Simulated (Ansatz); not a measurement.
Cartesian coordinates in Å:
```
N -0.805 -1.778 -1.224
In 0.247 -0.536 -0.055
O 1.778 -1.477 0.786
C 0.047 1.634 0.130
O 0.723 2.440 -0.442
O -0.935 1.983 0.984
H -1.771 -1.562 -1.420
H -0.705 -2.765 -1.036
H 2.377 -0.895 1.257
H -0.956 2.956 1.019
```

Total charge 0; spin multiplicity 1. In: def2 effective core potential.

(1) List the r2SCAN/def2-TZVPP orbital energies in eV (the Gaussian-basis code of Ansatz). (An estimate is asked.)

Answers

(1) The calculation gave: Occupied: -517.53, -516.04, -515.07, -384.90, -276.77, -125.55, -82.29, -82.00, -81.96, -29.59, -27.24, -25.00, -21.93, -19.63, -19.45, -19.41, -19.28, -19.08, -16.63, -12.69, -12.47, -12.08, -11.65, -11.49, -10.03, -9.15, -8.56, -7.93, -7.18, -6.56, -6.21. Lowest empty: -1.72, -1.46, -0.98, 0.59, 0.92, 1.46, 2.12, 2.35.
